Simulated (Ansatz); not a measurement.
System (SMILES): Br (HBr).
Atoms: Br1, H2. Bonds: Br1-H2.

How fast the highest harmonic wavenumber converges with the basis for several methods (Ansatz, an electronic-structure program): deviation from each method's own reference, in cm⁻¹. References: CCSD(T) 2660 cm⁻¹, the value in def2-QZVPPD; HF 2797 cm⁻¹, the value in def2-QZVPPD; MP2 2722 cm⁻¹, the value in def2-QZVPPD; PBE 2571 cm⁻¹, the value in def2-QZVPPD; PBE0 2666 cm⁻¹, the value in def2-QZVPPD. Cartesian d functions, on some or all atoms, in 6-31G*; all else is spherical. In correlated methods cores are frozen (with 3d on Ga to Br). No added dispersion term, no relativity. Each level at its own minimum, unscaled; the references are large sets that could be run, not limits.

```json
[
 {"basis": "cc-pVDZ", "functions": "32", "CCSD(T)": "22", "HF": "___", "MP2": "23", "PBE": "5", "PBE0": "11"},
 {"basis": "def2-SV(P)", "functions": "34", "CCSD(T)": "-117", "HF": "___", "MP2": "-82", "PBE": "-46", "PBE0": "-40"},
 {"basis": "6-31G*", "functions": "37", "CCSD(T)": "-60", "HF": "___", "MP2": "-32", "PBE": "-7", "PBE0": "5"},
 {"basis": "def2-TZVP", "functions": "54", "CCSD(T)": "-9", "HF": "___", "MP2": "-5", "PBE": "1", "PBE0": "1"},
 {"basis": "pcseg-2", "functions": "57", "CCSD(T)": "-5", "HF": "___", "MP2": "-2", "PBE": "-2", "PBE0": "-3"},
 {"basis": "def2-TZVPPD", "functions": "74", "CCSD(T)": "3", "HF": "___", "MP2": "6", "PBE": "6", "PBE0": "5"},
 {"basis": "aug-pcseg-2", "functions": "82", "CCSD(T)": "-11", "HF": "___", "MP2": "-7", "PBE": "-1", "PBE0": "-1"},
 {"basis": "aug-cc-pVTZ", "functions": "82", "CCSD(T)": "-2", "HF": "___", "MP2": "0", "PBE": "2", "PBE0": "0"}
]
```

Question: Some entries are withheld; supply them.

Answer: 
- cc-pVDZ, HF: 14
- def2-SV(P), HF: -35
- 6-31G*, HF: 21
- def2-TZVP, HF: -4
- pcseg-2, HF: -6
- def2-TZVPPD, HF: 0
- aug-pcseg-2, HF: -4
- aug-cc-pVTZ, HF: -3

Mean absolute deviation over def2-TZVP, pcseg-2, def2-TZVPPD, aug-pcseg-2, aug-cc-pVTZ: PBE0 2, PBE 3, HF 4, MP2 4, CCSD(T) 6 cm⁻¹.
